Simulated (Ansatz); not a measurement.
`N=C1OB1[SiH3]` + H–F → `N=C1OB1F` + SiH₄ at 700 K and 1 bar (cleavage of the B–Si bond).

Program: Ansatz. Geometries: PBE0-D4/def2-TZVP. ΔE: electronic, gas phase. CBS: MP2 limit from def2 TZ/QZ plus the TZ coupled-cluster correction, frozen cores. This one scheme is used for every species. One conformer a species, not always the lowest.

```csv
species,CCSD(T)/CBS energy (Eh),H − E (kJ/mol),S (J/(mol·K))
`N=C1OB1[SiH3]`,-484.15916,208.5,440.0
H–F,-100.39570,45.2,198.5
`N=C1OB1F`,-293.13993,129.3,361.0
SiH₄,-291.46306,115.5,252.9
```

H − E and S are ideal-gas, rigid-rotor, harmonic terms from PBE0-D4/def2-TZVP, for one conformer and one mirror image of each species. 1 Eh = 2625.50 kJ/mol, R = 8.31446 J/(mol·K).

Q: By hand: ΔE, ΔH, ΔS and ΔG.

A: ΔE = (-293.13993) + (-291.46306) − (-484.15916) − (-100.39570) = -0.04813 Eh = -126.4 kJ/mol. Δ(H − E) = 129.3 + 115.5 − 208.5 − 45.2 = -8.9, so ΔH = -135.3 kJ/mol. ΔS = 361.0 + 252.9 − 440.0 − 198.5 = -24.6 J/(mol·K). ΔG = -135.3 − 700 × (-24.6)/1000 = -118.1 kJ/mol.

Q: By hand: the equilibrium constant, and the temperature at which ΔG would vanish if ΔH and ΔS stayed fixed.

A: log₁₀ K = −ΔG/(RT ln 10) = 8.8. ΔG = 0 at ΔH/ΔS = 5500 K, far beyond where these terms or the molecules hold.

ΔH outweighs TΔS. A doubt of 5 kJ/mol in ΔE shifts log₁₀ K by 0.4 here. Other conformers and mirror images would add mixing entropy, several J/(mol·K) or more a flexible species. Modes under 60 cm⁻¹, often nearly free rotors, make the harmonic entropy too high. These are equilibria of isolated gas molecules and say nothing of rates. Largest T1 diagnostic: 0.017 (customary marks: 0.02 for closed shells, 0.045 for open ones).
